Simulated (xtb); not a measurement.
xtb input (GFN1-xTB):

```bash
xtb mol.xyz --gfn 1 --opt tight --chrg 0 --uhf 0
```
mol.xyz:
```
19

C      2.39954363    -0.61613925     0.00165295
C      1.14964102    -0.73103051    -0.87180361
N     -0.06680464    -0.17584421    -0.28368749
Si    -0.43562709     1.49784399    -0.49452352
C     -0.59654491    -0.95422810     0.83247394
C     -2.04163023    -0.61967308     1.17361601
H      3.26231796    -1.05515307    -0.50445187
H      2.62743602     0.43044278     0.21536088
H      2.27294789    -1.13435128     0.95336683
H      0.96527328    -1.78666815    -1.10473926
H      1.33098602    -0.23091005    -1.82490514
H      0.34945449     1.95418690    -1.66388070
H     -0.08001758     2.35315524     0.67420000
H     -1.87809730     1.72050610    -0.74971972
H      0.01801952    -0.83351362     1.73620238
H     -0.53357850    -2.01372061     0.55847751
H     -2.15121065     0.40924870     1.52375700
H     -2.68970229    -0.75261566     0.30644027
H     -2.39347404    -1.27308819     1.97339766
```

End of the output:

```
     4  14 Si      14   1 H                                       1.4502751
     5   6 C       15   1 H                                       1.0975578
     5   6 C       16   1 H                                       1.0979499
     6   6 C       17   1 H                                       1.0929366
     6   6 C       18   1 H                                       1.0907798
     6   6 C       19   1 H                                       1.0907191

 * 5 distinct bonds (by element types)

   Z      Z             #   av. dist./Å        max./Å        min./Å
   1 H    6 C          10     1.0933002     1.0979499     1.0898463
   6 C    6 C           2     1.5253310     1.5285453     1.5221167
   6 C    7 N           2     1.4782824     1.4796423     1.4769224
   1 H   14 Si          3     1.4495528     1.4519480     1.4464352
   7 N   14 Si          1     1.7300703     1.7300703     1.7300703

optimized geometry written to: xtbopt.xyz

           -------------------------------------------------
          | TOTAL ENERGY              -20.558057072730 Eh   |
          | GRADIENT NORM               0.000370431378 Eh/α |
          | HOMO-LUMO GAP               5.629669440824 eV   |
           -------------------------------------------------

------------------------------------------------------------------------
------------------------------------------------------------------------
 total:
Note: The following floating-point exceptions are signalling: IEEE_DENORMAL
normal termination of xtb
 SCF:
 ANC optimizer:
```
